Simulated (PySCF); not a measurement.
**Two-component Hartree-Fock for Lu⁺ (lutetium, charge +1)**

Start: [Xe] 4f14 5d1 6s1; 5d5/2 filled at m_j = +5/2; 6s1/2 filled at m_j = +1/2. Calculated with PySCF 2.14 in x2c-SVPall-2c with one added diffuse shell each of s, p, d type (8s11p10d2f1g, 114 functions): generalised Hartree-Fock with the X2C-1e Hamiltonian and a Gaussian nucleus; spin-orbit coupling (SO) screened by Boettger's factors. This is a chosen level, not necessarily the ground level.

```csv
spinor shell,electrons,"ε, screened SO (eV)",weight of nominal j (screened SO),"rms radius, screened SO (bohr)"
1s1/2,2,-63636.2,1.000,0.0219
2s1/2,2,-10971.1,1.000,0.0885
2p1/2,2,-10452.8,1.000,0.0754
2p3/2,4,-9329.3,1.000,0.0825
3s1/2,2,-2549.7,1.000,0.227
3p1/2,2,-2320.4,1.000,0.218
3p3/2,4,-2076.2,1.000,0.232
3d3/2,4,-1691.0,1.000,0.206
3d5/2,6,-1638.3,1.000,0.210
4s1/2,2,-542.55,1.000,0.509
4p1/2,2,-447.75,1.000,0.520
4p3/2,4,-391.69,1.000,0.552
4d3/2,4,-235.26,1.000,0.584
4d5/2,6,-224.76,1.000,0.597
5s1/2,2,-80.423,1.000,1.27
5p1/2,2,-51.012,0.997,1.42
5p3/2,4,-44.005,0.998,1.54
4f5/2,6,-30.178,0.999,0.795
4f7/2,8,-28.642,0.999,0.809
6s1/2,1,-12.664,1.000,3.74
5d5/2,1,-11.759,1.000,2.83
```

```csv
quantity,screened SO
E (hartree),-14565.90196
M_J,3
⟨J²⟩,12.007
⟨L²⟩,6.115
⟨S²⟩,2.116
```

Each row is a mean over spinors that exchange with the open shell spreads, by up to 2.397 eV (5p3/2).

Breit and QED terms are absent; they matter most for the inner s and p1/2 levels.

Densities and radii are taken from the X2C orbitals without a picture-change correction, which distorts them close to the nucleus.
